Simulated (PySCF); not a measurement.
## Silicon: a sound run and one with changed settings

Sound run: Si⁺ [Ne] 3s2 3p1, Si²⁺ [Ne] 3s2. Calculation: PySCF 2.14, in 6-31G*; the non-relativistic Hamiltonian (point nucleus). In the sound run the correlated levels freeze [Ne]. The sound run starts from symmetry-adapted Hartree-Fock orbitals and uses a fine grid where one is needed.

A second run was set up differently.

| species | method | sound run (hartree) | changed run (hartree) | converged |
| --- | --- | --- | --- | --- |
| Si⁺ | UHF | -288.55052 | -285.32969 | yes |
| Si⁺ | PBE0 | -288.92649 | -285.65714 | yes |
| Si⁺ | PBE | -288.89899 | -285.60658 | yes |
| Si⁺ | MP2 | -288.58462 | -285.34477 | yes |
| Si⁺ | CCSD(T) | -288.60217 | -285.35653 | yes |
| Si²⁺ | UHF | -287.96908 | -284.79851 | yes |
| Si²⁺ | PBE0 | -288.32151 | -285.09403 | yes |
| Si²⁺ | PBE | -288.29450 | -285.04327 | yes |
| Si²⁺ | MP2 | -287.99853 | -284.82189 | yes |
| Si²⁺ | CCSD(T) | -288.01272 | -284.83875 | yes |

Ionisation energy of Si⁺:

```csv
method,sound run (eV),changed run (eV)
UHF,15.822,14.454
PBE0,16.462,15.323
PBE,16.449,15.328
MP2,15.948,14.228
SCS-MP2,15.929,14.183
CCSD,16.025,14.089
CCSD(T),16.040,14.089
```

Q: What was changed?
A. too few SCF iterations
B. all electrons correlated in a valence basis
C. minimal basis
D. level shift left on

A: C. It used basis STO-3G. A minimal basis cannot let orbitals breathe on ionisation and holds almost no correlation.
